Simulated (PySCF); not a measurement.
One of the candidates below gave these computed data.

All candidates are C5H8F2.

* UV, first state: lowest singlet excitation: 6.76 eV (183 nm, f = 0.025) [TDDFT PBE0/def2-SVPD]
* UV, strongest line: among the 8 lowest singlet transitions: S3 at 7.62 eV (163 nm, f = 0.343) [TDDFT PBE0/def2-SVPD]
* NMR, other nuclei: isotropic shieldings of nuclei other than C and H, by class: 259 (1 F), 264 (1 F) ppm [GIAO PBE0/pcSseg-1]
* Dipole: 1.91 D [PBE0/def2-SVPD]
* Polarisability: 63.6 au [PBE0/def2-SVPD]
* Rotational structure: rotational constants A, B, C: 4.744, 1.354, 1.349 GHz [GFN2-xTB]
* 1H NMR: chemical shifts (computed TMS as zero) by class: 4.13 (1 H), 2.47 (1 H), 1.09 (6 H) ppm [GIAO PBE0/pcSseg-1]
* 13C NMR: chemical shifts (computed TMS as zero) by class: 168.8 (1 C), 92.7 (1 C), 28.3 (1 C), 25.9 (2 C) ppm [GIAO PBE0/pcSseg-1]

The electronic properties come from PySCF, for the isolated species, density fitting. Levels stand in brackets. Isolated species at its GFN2-xTB geometry (one conformer only). NMR classes are plain means over equivalent atoms (diastereotopic ones count apart unless rotation or inversion swaps them), as if these changed places fast.

Question: Which candidate is it?
A. `CC(C)=CC(F)F`
B. `CC(C)C=C(F)F`
C. `C/C=C\CC(F)F`
D. `CCC1[C@@H](F)[C@@H]1F`

Answer: B. It is `CC(C)C=C(F)F`. Numbering: `[CH3:1][CH:2]([CH3:3])[CH:4]=[C:5]([F:6])[F:7]`. Its formula, C5H8F2, gives 1 degree of unsaturation: 0 rings and 1 π bond in the structure found. 5 carbons fall into 4 classes; from least to most shielded: =CF2 carbon [C5] (168.8 ppm), alkene CH carbon [C4] (92.7 ppm), allylic carbon [C2] (28.3 ppm), methyl carbon [C1/C3] (25.9 ppm, 2 C). Hydrogen classes from least to most shielded: 1 H on an alkene CH carbon, C4 (4.13 ppm), 1 H on an allylic carbon, C2 (2.47 ppm), 6 H on 2 methyl carbons, C1/C3 (1.09 ppm). The other shieldings belong to: 259 ppm, vinyl fluorine [F7]; 264 ppm, vinyl fluorine [F6]. The optimised geometry has point group Cs and is an asymmetric top.

The others, at the same levels:
- `CCC1[C@@H](F)[C@@H]1F` fails: it has 5 carbon classes against 4; its computed 13C shifts are 78.5 (1 C), 77.9 (1 C), 31.7 (1 C), 21.7 (1 C), 16.5 (1 C) ppm, 1H shifts are 4.93 (1 H), 4.49 (1 H), 2.04 (1 H), 1.31 (1 H), 1.20 (1 H), 1.15 (3 H) ppm and rotational constant A is 3.976 GHz (against 4.744 GHz).
- `CC(C)=CC(F)F` fails: it has 5 carbon classes against 4; its computed 13C shifts are 153.1 (1 C), 129.5 (1 C), 119.4 (1 C), 29.4 (1 C), 19.0 (1 C) ppm, 1H shifts are 6.63 (1 H), 5.86 (1 H), 1.98 (3 H), 1.94 (3 H) ppm and smallest rotational constant is 1.286 GHz (against 1.349 GHz).
- `C/C=C\CC(F)F` fails: it has 5 carbon classes against 4; its computed 13C shifts are 137.1 (1 C), 128.9 (1 C), 124.2 (1 C), 37.5 (1 C), 16.1 (1 C) ppm, 1H shifts are 6.03 (1 H), 5.88 (1 H), 5.78 (1 H), 2.71 (2 H), 1.85 (3 H) ppm and rotational constant A is 5.569 GHz (against 4.744 GHz).

Each candidate is one conformer, not necessarily the lowest. Dipoles, sizes and rotational constants follow the conformer. The torsions of the flexible species, by atom-mapped SMILES:
- `[CH3:1][CH:2]([CH3:3])[CH:4]=[C:5]([F:6])[F:7]`: C1–C2–C4–C5 119°
- `[CH3:1][CH2:2][CH:3]1[C@@H:4]([F:5])[C@@H:6]1[F:7]`: C1–C2–C3–C4 84°
- `[CH3:1][C:2]([CH3:3])=[CH:4][CH:5]([F:6])[F:7]`: C2–C4–C5–F6 -168°
- `[CH3:1]/[CH:2]=[CH:3]\[CH2:4][CH:5]([F:6])[F:7]`: C2–C3–C4–C5 -115°, C3–C4–C5–F6 176°
